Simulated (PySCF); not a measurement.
# Reading the logs of faulty runs: AlFH3NSi

Calculated results; nothing here was measured. The program is PySCF 2.14.0, an open-source quantum chemistry code, run on an isolated molecule that a program drew, which may never have been made. The molecule is AlFH3NSi (charge 0, singlet), drawn as the SMILES string `[F][AlH][N]=[SiH2]`.

Each row is a Hartree-Fock (HF) and frozen-core CCSD(T) single point in the cc-pV(D+d)Z basis, meant for a local HF minimum. Run 1 is clean. Each other run has one planted mistake out of seven kinds, and not every kind appears here: one electron removed, one electron added, multiplicity raised by two, geometry at a saddle point, minimal basis STO-3G, one bond length entered in bohr, all coordinates scaled. The reference is restricted for singlets and unrestricted otherwise, and also for a bond in bohr. Adding or removing an electron swaps singlet and doublet. Electrons count all cores. HOMO and LUMO are orbital energies over both spins, the gradient is its largest component, and the lowest frequency (negative if imaginary) is given only where the gradient is small. Bond lengths are over the 6 bonds as drawn. T1 is the CCSD diagnostic: over 0.02 (restricted) or 0.045 (unrestricted) a single reference is doubtful.

Geometry of the clean run:
```xyz
7
AlFH3NSi, angstrom
F     0.4980   -1.8609    2.8490
Al   -0.0087   -0.5022    2.0436
N    -0.1224   -0.5233    0.3101
Si   -0.2072   -0.5673   -1.2460
H    -0.3554    0.7311    2.9441
H     0.8942   -0.2063   -2.1563
H    -1.4044   -0.9633   -2.0089
```

| run | electrons | basis functions | <S^2> | HOMO (eV) | LUMO (eV) | gradient (hartree/bohr) | lowest frequency (cm^-1) | mean bond (Å) | longest bond (Å) | T1 | HF (hartree) | CCSD(T) (hartree) | mistake |
|---|---|---|---|---|---|---|---|---|---|---|---|---|---|
| 1 | 46 | 89 | 0.000 | -10.68 | 1.45 | 3.6e-05 | 86 | 1.5781 | 1.737 | 0.0181 | -686.57981 | -687.12924 | no fault |
| 2 | 45 | 89 | 0.764 | -17.14 | -6.44 | 1.0e-01 | - | 1.5781 | 1.737 | 0.0228 | -686.27799 | -686.77930 | one electron removed |
| 3 | 46 | 89 | 0.865 | -9.70 | 0.76 | 1.5e-02 | - | 1.7967 | 2.785 | 0.0387 | -686.47281 | -687.01202 | one bond length entered in bohr |
| 4 | 46 | 89 | 0.000 | -11.29 | 1.91 | 1.7e-01 | - | 1.4250 | 1.569 | 0.0146 | -686.47799 | -687.01034 | all coordinates scaled |
| 5 | 46 | 31 | 0.000 | -6.57 | 7.76 | 3.1e-02 | - | 1.5781 | 1.737 | 0.0186 | -678.12739 | -678.32927 | ? |
| 6 | 46 | 89 | 0.000 | -10.59 | 1.13 | 4.3e-05 | -122 | 1.5803 | 1.744 | 0.0175 | -686.57658 | -687.12485 | ? |

**Which mistake was planted in run 5, and what did it cost?**

It has 31 basis functions where the clean run has 89, with the same electrons and geometry. So the mistake is: minimal basis STO-3G. Subtracting run 1 and multiplying by 627.51 kcal/mol a hartree, the energy moved by 5304.0 kcal/mol in HF and 5522.1 kcal/mol in CCSD(T).

**Which mistake was planted in run 6, and what did it cost?**

The gradient is small, so the point is stationary, but the lowest frequency is imaginary (-122 cm^-1). So the mistake is: geometry at a saddle point. Subtracting run 1 and multiplying by 627.51 kcal/mol a hartree, the energy moved by 2.0 kcal/mol in HF and 2.8 kcal/mol in CCSD(T).

